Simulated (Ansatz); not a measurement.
RuO4(NH3) (RuNO₄H₃). Total charge 0; triplet. Geometry PBE-D4/def2-SVP, that of the neutral singlet; atoms count from 1.

Cartesian coordinates in Å:
```
Ru 0.9830 -0.3058 0.5934
O 2.3887 -0.7435 1.4427
N -1.1029 0.3433 -0.6665
H -1.2088 -0.2111 -1.5260
H -1.0830 1.3353 -0.9368
H -1.9441 0.1938 -0.0943
O 1.5758 0.1681 -0.9353
O 0.3315 0.9615 1.5330
O 0.0599 -1.7415 0.5898
```

In the def2 sets Ru takes a core potential; there is no spin–orbit coupling. At PBE0-D4/def2-TZVP a singlet of charge 0 lies 1.62 eV below the triplet at the same geometry.

**Question.** Estimate the Mulliken populations from the PBE0/def2-TZVP orbitals of Ansatz.

**Answer.** 
```
atom  charge (e)  spin (α − β)  d electrons
 Ru1        1.53          0.38         5.64
  O2       -0.34          0.76            –
  N3       -0.62          0.04            –
  H4        0.27          0.00            –
  H5        0.28          0.00            –
  H6        0.27          0.00            –
  O7       -0.51         -0.01            –
  O8       -0.51          0.00            –
  O9       -0.37          0.83            –
```
Mulliken values depend strongly on the basis.

**Question.** Where does the spin sit?

**Answer.** Summed by element: Ru 0.38, O 1.58, N 0.04, H 0.00, of 2 unpaired in all. Largest on single atoms: O9 0.83, O2 0.76, Ru1 0.38.

**Question.** And the Mayer bond orders between heavy atoms (over 0.3)?

**Answer.** Ru1–O2 1.28 (1.70 Å); Ru1–O7 1.55 (1.71 Å); Ru1–O8 1.55 (1.71 Å); Ru1–O9 1.15 (1.71 Å).
